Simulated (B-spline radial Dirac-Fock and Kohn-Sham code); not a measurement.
# Magnetic form factor of the 5d shell of Os⁺

System: osmium as Os⁺, [Xe] 4f14 5d6 6s1.

Input file task.json (cfg lists n, l and occupation; rrms is the nuclear radius in fm):

```json
{"items": [{
  "Z": 76,
  "q": 1,
  "cfg": [[1, 0, 2], [2, 0, 2], [2, 1, 6], [3, 0, 2], [3, 1, 6], [3, 2, 10], [4, 0, 2], [4, 1, 6], [4, 2, 10], [4, 3, 14], [5, 0, 2], [5, 1, 6], [5, 2, 6], [6, 0, 1]],
  "A": 192,
  "rrms": 5.4126,
  "do": ["scatter"],
  "s": [0.0, 0.09, 0.12, 0.14, 0.17, 0.21, 0.26, 0.31, 0.38, 0.47, 0.57, 0.7, 0.86, 1.05, 1.28, 1.56, 1.91, 2.33, 2.85, 3.48, 4.26, 5.2, 6.36],
  "pz": [0, 0.1, 0.2, 0.3, 0.4, 0.5, 0.6, 0.8, 1.0, 1.2, 1.4, 1.6, 1.8, 2.0, 2.5, 3.0, 4.0, 5.0, 7.0, 10.0, 15.0, 20.0, 30.0, 40.0, 60.0, 100.0],
  "hv_scatter": [1000, 8047.8, 17479.3, 30000, 100000, 200000, 500000, 1000000]
}]}
```

Launch: `python xray_run.py task.json out`

These are calculated numbers from a radial atomic solver; the model is Dirac-Fock densities. ⟨j_K⟩ is the integral of the 5d radial density with the spherical Bessel function j_K(4πsr), s = sin θ/λ.

| s (Å⁻¹) | ⟨j0⟩ | ⟨j2⟩ | ⟨j4⟩ |
| --- | --- | --- | --- |
| 0 | 1.0000 | 0.0000 | 0.0000 |
| 0.09 | 0.8123 | 0.0715 | 0.0026 |
| 0.12 | 0.6925 | 0.1127 | 0.0072 |
| 0.14 | 0.6077 | 0.1393 | 0.0120 |
| 0.17 | 0.4814 | 0.1743 | 0.0219 |
| 0.21 | 0.3280 | 0.2064 | 0.0390 |
| 0.26 | 0.1757 | 0.2206 | 0.0630 |
| 0.31 | 0.0714 | 0.2102 | 0.0848 |
| 0.38 | -0.0068 | 0.1707 | 0.1052 |
| 0.47 | -0.0335 | 0.1079 | 0.1109 |
| 0.57 | -0.0213 | 0.0503 | 0.0970 |
| 0.7 | 0.0043 | 0.0081 | 0.0658 |
| 0.86 | 0.0195 | -0.0063 | 0.0304 |
| 1.05 | 0.0173 | -0.0012 | 0.0064 |
| 1.28 | 0.0069 | 0.0072 | -0.0018 |
| 1.56 | -0.0004 | 0.0092 | 0.0008 |

Radial moments of the shell: ⟨r²⟩ = 3.518, ⟨r⁴⟩ = 22.86, ⟨r⁶⟩ = 255.7 in powers of bohr.
